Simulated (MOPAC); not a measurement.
MOPAC input (PM7):

```
PM7 FORCE THERMO(298,298) PRECISE LET GEO-OK AUX(PRECISION=9) THREADS=1
Cs2

Cs    0.00000000 1    0.00000000 1   -1.66667750 1
Cs   -0.00000000 1    0.00000000 1    1.66667750 1
```

Output:

```
 *******************************************************************************
 **                                                                           **
 **                              MOPAC v23.2.5                                **
 **                                                                           **
 *******************************************************************************
 ** MOPAC's Digital Object Identifier: https://doi.org/10.5281/zenodo.6511958 **
 **                                                                           **
 ** Please cite the open-source release paper for use of this MOPAC version:  **
 ** J. E. Moussa and J. J. P. Stewart (2026)                                  **
 ** MOPAC: An open-source semiempirical molecular orbital program             **
 ** J. Open Source Softw., 11(119), 8025, https://doi.org/10.21105/joss.08025 **
 *******************************************************************************

                              PM7 CALCULATION RESULTS

 *******************************************************************************
 *  PM7        - The PM7 Hamiltonian to be used
 *  GEO-OK     - OVERRIDE INTERATOMIC DISTANCE AND OTHER SAFETY CHECKS
 *  LET        - OVERRIDE SOME SAFETY CHECKS
 *  PRECISE    - TIGHTER CRITERIA TO BE USED
 *  FORCE      - FORCE CALCULATION SPECIFIED
 *  AUX        - OUTPUT AUXILIARY INFORMATION
 *  THERMO     - THERMODYNAMIC QUANTITIES TO BE CALCULATED
 *******************************************************************************
PM7 FORCE THERMO(298,298) PRECISE LET GEO-OK AUX(PRECISION=9) THREADS=1
 Cs2

   ATOM   CHEMICAL          X               Y               Z
  NUMBER   SYMBOL      (ANGSTROMS)     (ANGSTROMS)     (ANGSTROMS)

     1      Cs          0.00000000  *   0.00000000  *  -1.66667750  *
     2      Cs         -0.00000000  *   0.00000000  *   1.66667750  *

          CARTESIAN COORDINATES

    NO.       ATOM           X           Y           Z

     1        Cs          0.0000      0.0000     -1.6667
     2        Cs         -0.0000      0.0000      1.6667

 General Reference for PM7:
 "Optimization of Parameters for Semiempirical Methods VI: More Modifications to the
 NDDO Approximations and Re-optimization of Parameters", J. J. P. Stewart, J. Mol. Mod., 1:32, 19 (2013)
 https://link.springer.com/article/10.1007/s00894-012-1667-x

           Empirical Formula: Cs2  =     2 atoms

      MOLECULAR POINT GROUP   :   D*h

      RHF CALCULATION, NO. OF DOUBLY OCCUPIED LEVELS = 1

          HEAT OF FORMATION =      93.085797 KCALS/MOLE

          CARTESIAN COORDINATE DERIVATIVES

   NUMBER  ATOM         X            Y            Z

     1      Cs     -0.001218     0.000000     0.000000
     2      Cs      0.001218     0.000000     0.000000

 DIPOLE           X         Y         Z       TOTAL
 POINT-CHG.     0.000     0.000    -0.000     0.000
 HYBRID        -0.000     0.000     0.000     0.000
 SUM            0.000     0.000     0.000     0.000

          GRADIENT NORM =   0.00172

          MOLECULAR WEIGHT =  265.81

          ROTATIONAL CONSTANTS IN CM(-1)

          A =    0.00000000   B =    0.02283078   C =    0.02283078

           PRINCIPAL MOMENTS OF INERTIA IN UNITS OF 10**(-40)*GRAM-CM**2

          A =        0.0000   B =     1226.0971   C =     1226.0971

          ORIENTATION OF MOLECULE IN FORCE CALCULATION

    NO.       ATOM         X         Y         Z

     1         Cs      -1.6667    0.0000    0.0000
     2         Cs       1.6667    0.0000   -0.0000

    FIRST DERIVATIVES WILL BE USED IN THE CALCULATION OF SECOND DERIVATIVES

    FOR POINT-GROUP D*h  THERE ARE 120 UNIQUE SYMMETRY FUNCTIONS.


(To convert to Hartree/Bohr^2, multiply by (10^(-21) x N x a0^2)/(4.184 x 627.51) =  0.0642)

           FORCE MATRIX IN MILLIDYNES/ANGSTROM

                 Cs  1      Cs  2
 ------------------------------
    Cs    1   1.444875
    Cs    2   1.444875   1.444875

          HEAT OF FORMATION =      93.085797 KCALS/MOLE

          ZERO POINT ENERGY       0.275 KCAL/MOL

           NORMAL COORDINATE ANALYSIS (Total motion = 1 Angstrom)

   Root No.       1

                 1 Sig

                 192.1

           1    0.5000
           2    0.0000
           3   -0.0000
           4   -0.5000
           5   -0.0000
           6    0.0000

           MASS-WEIGHTED COORDINATE ANALYSIS (NORMAL COORDINATES)

   Root No.       1

                 1 Sig

                 192.1

           1    0.7071
           2    0.0000
           3   -0.0000
           4   -0.7071
           5   -0.0000
           6    0.0000

          DESCRIPTION OF VIBRATIONS

 VIBRATION          1    1Sig        ATOM PAIR     ENERGY CONTRIBUTION    RADIAL
 FREQUENCY           192.10         Cs1 -- Cs2        +100.0% (100.0%)    100.0%
 TRANSITION DIPOLE   0.0000
 TRAVEL (Ang.)       0.0727
 REDUCED MASS       66.4527
 EFFECTIVE MASS    132.9054
 FORCE CONSTANT      1.4449

      SYMMETRY NUMBER FOR POINT-GROUP D*h =  2

          SYSTEM IS A GROUND STATE

 Cs2

          MOLECULE IS LINEAR

          THERE ARE  1 GENUINE VIBRATIONS IN THIS SYSTEM
          THIS THERMODYNAMICS CALCULATION IS LIMITED TO
          MOLECULES WHICH HAVE NO INTERNAL ROTATIONS

                    CALCULATED THERMODYNAMIC PROPERTIES
                                          *
   TEMP. (K)   PARTITION FUNCTION   H.O.F.    ENTHALPY  HEAT CAPACITY ENTROPY
                                   KCAL/MOL   CAL/MOLE    CAL/K/MOL  CAL/K/MOL

 298.00  VIB.     0.1654D+01                   359.4178     1.8507     2.2065
         ROT.     0.4536D+04                   592.1869     1.9872    18.7191
         INT.     0.7504D+04                   951.6047     3.8379    20.9256
         TRA.     0.4190D+28                  1480.4672     4.9680    42.6299
         TOT.                       93.086    2432.0718     8.8059    63.5554

   *: NOTE: HEATS OF FORMATION ARE RELATIVE TO THE
            ELEMENTS IN THEIR STANDARD STATE AT 298K
              (=  Standard Enthalpy of Formation).

            Hvib:  Zero-point energy is not included.
                   frequencies of less than zero cm-1 are not included.
            Hrot = (3/2)RT
            Htra = (3/2)RT + pV = (5/2)RT

            Heat capacity is Cp, not Cv

          For more information, see: HTTP://OpenMOPAC.net/Manual/thermochemistry.html

           FORCE CONSTANT IN CARTESIAN COORDINATES (Millidynes/A)

    ATOM   CHEMICAL       X               Y               Z
   NUMBER   SYMBOL  FORCE CONSTANT  FORCE CONSTANT  FORCE CONSTANT

      1      Cs        1.444875        0.000018        0.000018
      2      Cs        1.444875        0.000018        0.000018

 **********************
 *                    *
 * JOB ENDED NORMALLY *
 *                    *
 **********************

 == MOPAC DONE ==
```
